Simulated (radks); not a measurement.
The numbers below are computed, except where a source is named.
The table gives one normalised radial function P(r) = r R(r) of Al in [Ne] 3s1 3p2 (r in bohr). Level of theory: non-relativistic Kohn-Sham, BLYP, spin-polarised, spherical densities, point nucleus; open shells are filled with parallel spins first (a radial shooting solver on a logarithmic mesh with Libxc functionals).

r,P
0.008279,0.0045
0.01206,0.0092
0.01756,0.0189
0.02578,0.0387
0.03755,0.0763
0.05469,0.1454
0.0803,0.2683
0.1169,0.4587
0.1703,0.7194
0.2501,1.0111
0.3642,1.2103
0.5304,1.1890
0.7788,0.9037
1.134,0.5019
1.652,0.1840
2.425,0.0368
3.532,0.0033
5.145,0.0001
7.553,0.0000
11,0.0000

Which n and l does it have? It may be an empty orbital.

Answer. n = 2, l = 1: the number of nodes gives n - l - 1 = 0, the rise at small r (about r^(l+1)) gives l, and the extent must fit the shell. The curve is that of 2p up; the table hardly tells the two spins apart. 2p up: eigenvalue -70.914 eV, 0 radial nodes, <r> = 0.604 bohr, 90 % of the charge inside 1.02 bohr.
